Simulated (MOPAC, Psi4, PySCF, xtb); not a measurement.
Two geometries of C6H5AlF2, SMILES [F][Al]([F])[c]1ccccc1, relaxed at B3LYP-D3(BJ)/def2-SVP with one dihedral held; other torsions can differ between them too.

Structure A

```
14

Al     0.1119     2.5159     0.9124
F      1.4994     3.2384     1.4685
F     -1.2439     3.4721     0.9458
C      0.0710     0.6965     0.2656
C     -0.1875    -0.3841     1.1339
C     -0.2118    -1.7004     0.6662
C      0.0231    -1.9655    -0.6856
C      0.2798    -0.9114    -1.5662
C      0.3031     0.4035    -1.0943
H     -0.3763    -0.2070     2.1976
H     -0.4149    -2.5210     1.3588
H      0.0054    -2.9945    -1.0531
H      0.4625    -1.1133    -2.6245
H      0.5057     1.2086    -1.8081
```

Structure B

```
14

Al    -0.1639     2.4426     0.8063
F      1.0789     3.2155     1.5871
F     -1.4981     3.3766     0.4887
C     -0.0353     0.6194     0.1916
C      0.2076    -0.4517     1.0762
C      0.2209    -1.7736     0.6248
C     -0.0090    -2.0526    -0.7253
C     -0.2576    -1.0088    -1.6206
C     -0.2808     0.3107    -1.1629
H      0.4015    -0.2594     2.1362
H      0.4113    -2.5882     1.3279
H      0.0019    -3.0862    -1.0798
H     -0.4421    -1.2233    -2.6761
H     -0.4978     1.1089    -1.8798
```

Q: Which is lower in energy at the level PBE0-D3(BJ)/def2-TZVP // B3LYP-D3(BJ)/def2-SVP (Psi4), and by how much?

A: B is lower, by 1.22 kcal/mol (dihedral C5–C4–Al1–F2: 90° in A, 60° in B).

E(B) − E(A) in kcal/mol at the other levels, on the same two geometries: PBE0/def2-TZVP // B3LYP-D3(BJ)/def2-SVP (Psi4) -1.20; PBE/def2-TZVP // B3LYP-D3(BJ)/def2-SVP (Psi4) -1.09; PBE-D3(BJ)/def2-TZVP // B3LYP-D3(BJ)/def2-SVP (Psi4) -1.12; r2SCAN/def2-TZVP // B3LYP-D3(BJ)/def2-SVP (Psi4) -1.34; PM7, restricted, heats of formation // B3LYP-D3(BJ)/def2-SVP (MOPAC) 0.09; PM6, restricted, heats of formation // B3LYP-D3(BJ)/def2-SVP (MOPAC) -0.51; GFN1-xTB // B3LYP-D3(BJ)/def2-SVP (xtb) -0.35; restricted B3LYP/6-31G*, spherical d, density fitting // B3LYP-D3(BJ)/def2-SVP (PySCF) -0.76; restricted MP2 (frozen core)/6-31G*, spherical d // B3LYP-D3(BJ)/def2-SVP (PySCF) -0.73; restricted Hartree-Fock/LANL2DZ, with its core potentials past Ne // B3LYP-D3(BJ)/def2-SVP (PySCF) -1.82; restricted BP86/6-31G*, spherical d, density fitting // B3LYP-D3(BJ)/def2-SVP (PySCF) -0.70.
